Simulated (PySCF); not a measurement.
Computed shifts of a molecule C2H8N2Si, PBE/pcSseg-1 in PySCF, GIAO, gas phase, atoms alike by connectivity averaged where their shifts nearly agree, in ppm (number of nuclei): ²⁹Si: -35.2 (1). ¹⁵N: 32.4 (1), 29.5 (1). ¹³C: 148.3 (1), 144.5 (1). ¹H: 6.87 (1), 6.64 (1), 6.42 (1), 5.31 (1), 0.84 (1), 0.71 (1), 0.68 (1), 0.44 (1). References: ²⁹Si against TMS (σ = 335.4 ppm); ¹⁵N against NH3 (σ = 267.0 ppm); ¹³C against TMS (σ = 182.0 ppm); ¹H against TMS (σ = 31.49 ppm), references at their B3LYP-D3(BJ)/def2-TZVP geometries, non-relativistic. The structure is a stationary point at r2SCAN-D4/def2-SVP. The values are those of a single conformer.

Problem. Which structure fits?
(A) C1CN[SiH2]N1
(B) C/C=N/[SiH2]N
(C) CN(C)[Si]N
(D) C=C[SiH](N)N

Solution. D, C=C[SiH](N)N
